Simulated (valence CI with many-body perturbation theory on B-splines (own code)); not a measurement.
Hyperfine factors and g values of Ti¹⁵⁺

Computed by valence CI with perturbative core correlation (CI+MBPT): five valence electrons over a frozen Dirac-Fock core [He], radial functions for each j: 9 s, 9 p, 8 d, 6 f, 3 g, 1 h, with the one-electron correlation potential Σ1, the two-electron term Σ2, the three-electron term Σ3, Breit, model QED; selected CI, second order for the rest (own B-spline code, finite nucleus).

No measured spectrum was set against this ion. As an estimate, levels of excited configurations hold to 0.05 to 0.15 % of their energy, terms of the ground configuration to about 0.5 %. Among the levels kept, up to 1900 cm⁻¹ of a level comes from second order outside the variational space, and about a tenth of that is noise between levels of different J, which matters for small intervals.

A/g_I is the dipole constant over the nuclear g factor μ/I (μ in nuclear magnetons, uniformly magnetised nucleus), B/Q the quadrupole constant per barn. Both hold the static response of the core; the bare values leave it out. Large factors of s and p1/2 electrons are usually good to 5 to 10 %; those of open d and f shells near neutrality can be off by tens of per cent, and small factors of p3/2, d and f electrons come from cancelling terms and can be off by a factor of two or in sign, in half-filled shells by more. B is blank for J = 1/2, where it vanishes, and for nearly pure S terms. Energies count from the lowest level.

Names give the largest LS component (configuration and term), which can be under half, so a name can repeat, a term be missing and a line seem to break the LS rules; names also repeat where a configuration has a term twice. Letters in brackets count levels of one name in rising energy.

| Level | E (eV) | g | A/g_I (MHz) | A/g_I bare | B/Q (MHz/b) | B/Q bare |
| --- | --- | --- | --- | --- | --- | --- |
| 2s2.2p3 4S°_3/2 | 0.00 | 1.973 | 879 | 3820 |  |  |
| 2s2.2p3 2D°_3/2 | 14.43 | 0.895 | 16100 | 16000 | 26800 | 27000 |
| 2s2.2p3 2D°_5/2 | 16.24 | 1.198 | 28700 | 29300 | -290 | -292 |
| 2s2.2p3 2P°_1/2 | 24.56 | 0.662 | 81700 | 80200 |  |  |
| 2s2.2p3 2P°_3/2 | 27.23 | 1.260 | 16300 | 17100 | -27800 | -28000 |
| 2s.2p4 4P_5/2 | 73.07 | 1.594 | 65200 | 65200 | 27700 | 27800 |
| 2s.2p4 4P_3/2 | 76.96 | 1.729 | 57800 | 58100 | -22600 | -22700 |
| 2s.2p4 4P_1/2 | 78.60 | 2.656 | 130000 | 130000 |  |  |
| 2s.2p4 2D_3/2 | 100.89 | 0.810 | -19200 | -17600 | -38800 | -39000 |
| 2s.2p4 2D_5/2 | 101.39 | 1.202 | 77700 | 76100 | -56100 | -56400 |
| 2s.2p4 2S_1/2 | 116.63 | 1.807 | 216000 | 210000 |  |  |
| 2s.2p4 2P_3/2 | 121.19 | 1.322 | -3110 | -558 | 27200 | 27400 |
| 2s.2p4 2P_1/2 | 126.64 | 0.867 | 94100 | 89900 |  |  |
| 2p5 2P°_3/2 | 190.75 | 1.332 | 13400 | 15200 | -27400 | -27500 |
| 2p5 2P°_1/2 | 196.97 | 0.662 | 82000 | 79800 |  |  |
| 2s2.2p2.3s 4P_1/2 | 592.12 | 2.506 | 49900 | 50500 |  |  |
| 2s2.2p2.3s 4P_3/2 | 595.32 | 1.717 | 18200 | 19100 | 21800 | 21900 |
| 2s2.2p2.3s 4P_5/2 | 598.31 | 1.567 | 32400 | 33200 | -23100 | -23200 |
| 2s2.2p2.3s 2P_1/2 | 598.68 | 0.834 | -5220 | -4560 |  |  |
| 2s2.2p2.3s 2P_3/2 | 602.03 | 1.256 | 21500 | 23000 | -17700 | -17800 |
| 2s2.2p2.3s 2D_5/2 | 610.04 | 1.230 | 34600 | 34300 | 52000 | 52300 |
| 2s2.2p2.3s 2D_3/2 | 610.49 | 0.887 | 14700 | 15300 | 30800 | 30900 |
| 2s2.2p2.3p 4D°_1/2 [a] | 611.99 | 0.976 | 19500 | 20100 |  |  |
| 2s2.2p2.3p 4D°_1/2 [b] | 614.64 | 1.109 | -3830 | -2570 |  |  |
| 2s2.2p2.3p 4D°_3/2 | 614.66 | 1.281 | 5780 | 6340 | 10200 | 10300 |
| 2s2.2p2.3p 4D°_5/2 | 617.52 | 1.387 | 5480 | 6410 | 15500 | 15600 |
| 2s2.2p2.3p 4P°_3/2 | 617.87 | 1.438 | 16400 | 17500 | -13300 | -13300 |
| 2s2.2p2.3p 4P°_1/2 | 618.62 | 2.458 | -17400 | -14100 |  |  |
| 2s2.2p2.3p 4P°_5/2 | 619.78 | 1.437 | 18400 | 19500 | -6900 | -6930 |
| 2s2.2p2.3p 4D°_7/2 | 620.37 | 1.408 | 15300 | 16200 | -16400 | -16500 |
| 2s2.2p2.3p 2D°_3/2 [a] | 620.72 | 1.034 | 23400 | 23200 | -13400 | -13500 |
| 2s2.2p2.3s 2S_1/2 | 622.95 | 1.994 | 68700 | 67000 |  |  |
| 2s2.2p2.3p 4S°_3/2 | 623.67 | 1.900 | 17700 | 19600 | 1160 | 1170 |
| 2s2.2p2.3p 2D°_5/2 [a] | 625.02 | 1.282 | 17700 | 18400 | -3790 | -3810 |
| 2s2.2p2.3p 2P°_3/2 [a] | 625.68 | 1.357 | 13900 | 15100 | 8680 | 8730 |
| 2s2.2p2.3p 2P°_1/2 [a] | 626.61 | 0.769 | 35800 | 35400 |  |  |
| 2s2.2p2.3p 2F°_5/2 | 631.76 | 0.926 | 22400 | 22400 | 41300 | 41500 |
| 2s2.2p2.3p 2F°_7/2 | 632.90 | 1.161 | 16800 | 17000 | 60300 | 60600 |
| 2s.2p3.3s 6S°_5/2 | 633.31 | 1.994 | 66700 | 67200 |  |  |
| 2s2.2p2.3p 2D°_3/2 [b] | 635.49 | 0.929 | 20900 | 21000 | 28000 | 28200 |

Task: Take the isotope of mass number 49, with I = 7/2, μ = -1.1037 μN and Q = 0.247 b. What is the hyperfine structure of 2s.2p4 4P_1/2?

Result: From the table A = -40900 MHz. Shifts from the centre of gravity in MHz: F = 3: 92000, F = 4: -71600.
